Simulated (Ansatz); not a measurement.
**Question.** Name a neutral molecule of B, C, O and H with size of the dipole moment (B3LYP/def2-TZVPP) between 0.00 and 0.30 D and HOMO–LUMO gap (PBE/def2-TZVPP) between 6.75 and 7.05 eV (Ansatz, PBE0-D4/def2-TZVP geometry).

**Answer.** `COB(OC)OC` (0.00 D, 6.79 eV). Other molecules can fit too; these were computed, each in one conformer that needn't be the lowest.

B3LYP here is the variant with VWN-RPA as its local correlation; programs differ in this.
